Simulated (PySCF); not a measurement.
(PF2)3P, P4F6.
SMILES with atom numbers: `[F:1][P:2]([F:3])[P:4]([P:5]([F:6])[F:7])[P:8]([F:9])[F:10]`

Torsions of this conformer, `[F:1][P:2]([F:3])[P:4]([P:5]([F:6])[F:7])[P:8]([F:9])[F:10]`: F1–P2–P4–P5 -50°, P2–P4–P5–F6 118°, P2–P4–P8–F9 -43°.

The closed-shell ground state was solved at several levels (PySCF, density fitting, gas phase, non-relativistic). The structure is a single PBE0-D3(BJ)/def2-SVP conformer in the gas phase; no vibrational or solvent corrections.

```tsv
level	basis functions	HOMO (eV)	LUMO (eV)	gap (eV)	dipole (D)
PBE0/pcSseg-1	198	-7.75	-1.98	5.77	2.20
B3LYP/def2-SVPD	234	-7.58	-2.18	5.40	1.64
```

Question: What might mPW1PW91/pcSseg-1 (198 basis functions) give for the same quantities?

Answer: HOMO -7.79 eV, LUMO -2.00 eV, gap 5.79 eV, dipole 2.23 D.

Question: Over all these levels, which gives the widest orbital gap and which the narrowest?

Answer: mPW1PW91/pcSseg-1 (global hybrid, 25 % exact exchange) has the widest, 5.79 eV, and B3LYP/def2-SVPD (global hybrid, 20 % exact exchange) the narrowest, 5.40 eV. Functional and basis both differ between the two, so the spread mixes both effects.

Question: How far do the dipole and the HOMO energy spread over the levels?

Answer: The dipole runs from 1.64 to 2.23 D (mean 2.02 D) and the HOMO from -7.79 to -7.58 eV.
